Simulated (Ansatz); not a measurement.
Geometry optimisation, RKS B3LYP-D4/def2-SVP in Ansatz 0.2.0.

The input (input.yaml):

```yaml
crystal:
  periodic: [false, false, false]
  atoms:
    - { symbol: Mo, position_ang: [0.0, 0.0, 0.0] }
    - { symbol: F, position_ang: [0.0, 0.0, 2.12] }
    - { symbol: F, position_ang: [1.77, 0.0, 0.0] }
    - { symbol: F, position_ang: [0.0, 1.77, 0.0] }
    - { symbol: Cl, position_ang: [-2.31, 0.0, 0.0] }
    - { symbol: F, position_ang: [0.0, -1.77, 0.0] }
    - { symbol: F, position_ang: [0.0, 0.0, -1.77] }
    - { symbol: Cl, position_ang: [-1.8606, 1.6349, 0.823] }
    - { symbol: H, position_ang: [-0.9261, 0.8137, 1.981] }
basis:
  gaussian: { orbitals: def2-SVP }
hamiltonian:
  xc: b3lyp
  dispersion: d4
relax:
  f_tol: 0.15
  max_steps: 25
  restrain:
    - { distance: [0, 7], at: 2.31, k: 30.0 }
    - { distance: [8, 1], at: 0.92, k: 30.0 }
    - { distance: [0, 1], at: 2.97, k: 30.0 }
    - { distance: [8, 7], at: 2.57, k: 30.0 }
```

Run as:

```bash
$ ansatz run input.yaml --threads 4 --pin off --max-ram 5120MiB --backend cpu --events-out ev --progress --plain --runs-dir out
```

**Question.** Where does it end, and by what steps?

**Answer.** The run converged. The restraints hold the end off the free minimum; the threshold counts their pulls, which the force column leaves out. Restrained pairs: Mo1–Cl8 (2.61 → 2.32 Å), F2–H9 (1.24 → 0.93 Å), Mo1–F2 (2.12 → 2.97 Å), Cl8–H9 (1.70 → 2.57 Å). After 13 steps the energy has fallen by 8.064 eV (the restraints' own energy left out); Cl5 moved furthest, 1.59 Å.

| step | energy less start (eV) | largest force component (eV/Å) | accepted |
| --- | --- | --- | --- |
| 0 | 0.0000 | 7.651 | yes |
| 1 | -1.9455 | 5.354 | yes |
| 2 | -2.8398 | 4.830 | yes |
| 3 | -4.1550 | 4.208 | yes |
| 4 | -5.4486 | 2.930 | yes |
| 5 | -6.3186 | 0.989 | yes |
| 6 | -6.7622 | 0.744 | yes |
| 7 | -7.0749 | 0.784 | yes |
| 8 | -7.3372 | 0.585 | yes |
| 9 | -7.5515 | 0.539 | yes |
| 10 | -7.7691 | 0.502 | yes |
| 11 | -7.9317 | 0.391 | yes |
| 12 | -8.0376 | 0.177 | yes |
| 13 | -8.0638 | 0.273 | yes |

```xyz
9
Properties=species:S:1:pos:R:3
Mo -0.420 0.164 -0.281
F 0.580 0.485 2.498
F 1.307 -0.271 0.152
F 0.126 1.911 -0.388
Cl -2.297 -0.302 -1.556
F -0.746 -1.404 0.617
F 0.284 0.009 -1.987
Cl -1.972 1.130 1.145
H -0.190 0.727 2.953
```

The run took 70 s on 4 threads of Arm Neoverse V1 (shared host), peak memory 0.49 GiB.
